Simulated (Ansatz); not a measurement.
Frontier orbitals of CH$_{8}$SiSn, SMILES `C[SiH2][SnH3]`.

```xyz
11

C     0.5986   -1.4542   -0.9153
Si    0.3310    0.3985   -0.7876
Sn   -0.7950    1.0339    1.4257
H     1.0782   -1.7078   -1.8636
H    -0.3522   -1.9883   -0.8599
H     1.2365   -1.8108   -0.1039
H    -0.5251    0.8757   -1.9094
H     1.6329    1.1165   -0.8810
H     0.1542    0.5419    2.7611
H    -2.3204    0.2748    1.5786
H    -1.0388    2.7199    1.5552
```

Total charge 0; spin multiplicity 1. Correlated methods include outer-core shells of Sn, which these sets cover unevenly. Sn takes the def2 core potential. The geometry is a stationary point of PBE0-D4/def2-TZVP. Basis def2-TZVPP, Ansatz 0.2.0.

Orbital energies of one run (eV). Highest occupied ones, from the top: -7.29, -8.45, -8.46, -9.11, -9.22, -11.25, -11.35, -13.09, -14.57, -19.43, -27.49, -27.49, -27.56, -27.63. Empty: -0.38, -0.07, 0.04, 0.52, 1.06, 1.41.

Which functional gave them?
A. revPBE
B. HSE06 (plane-wave form)
C. BLYP
D. CAM-B3LYP

B. HOMO energies: HSE06 -7.29, CAM-B3LYP -8.91, BLYP -6.50, revPBE -6.59 eV.
